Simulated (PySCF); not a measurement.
CH$_{5}$AlO$_{2}$ (SMILES [CH3][Al]([OH])[OH]), singlet, geometry from GFN2-xTB (such geometries of metal compounds can be far from the true shape).

Here is a job for PySCF.
```python
from pyscf import gto, scf, dft
import numpy

mol = gto.M(
    atom='''
Al    0.077495    0.072760    0.005579
C    -1.429124   -1.224157   -0.136255
H    -1.103574   -2.145534   -0.615245
H    -2.255784   -0.816331   -0.712402
H    -1.800166   -1.498175    0.849291
O    -0.039166    1.511442   -0.787356
H    -0.099529    2.338246   -1.240171
O     1.375252   -0.372392    0.916601
H     2.137670   -0.591536    1.429574
''',
    basis='6-311++g**',
    charge=0,
    spin=0,
    verbose=4,
)
print('smallest overlap eigenvalue', numpy.linalg.eigvalsh(mol.intor('int1e_ovlp'))[0])

mf = dft.RKS(mol)
mf.xc = 'm062x'
mf = mf.density_fit(auxbasis='def2-universal-jkfit')
mf.kernel()
```

Q: What dipole moment does DF-M062X/6-311++G** in PySCF give?

A: 0.87 D

Q: Predict the total energy from DF-M062X/6-311++G**.

A: -434.0770 Eh

Q: Estimate the nuclear repulsion energy that DF-M062X/6-311++G** returns for this input.

A: 159.1280 Eh

Q: Give the HOMO energy at the level DF-M062X/6-311++G**.

A: -9.28 eV

Q: What is the computed HOMO-LUMO gap (DF-M062X/6-311++G**)?

A: 8.95 eV

Q: Roughly what does it cost on one core?

A: about 12 core-seconds (a rough figure).
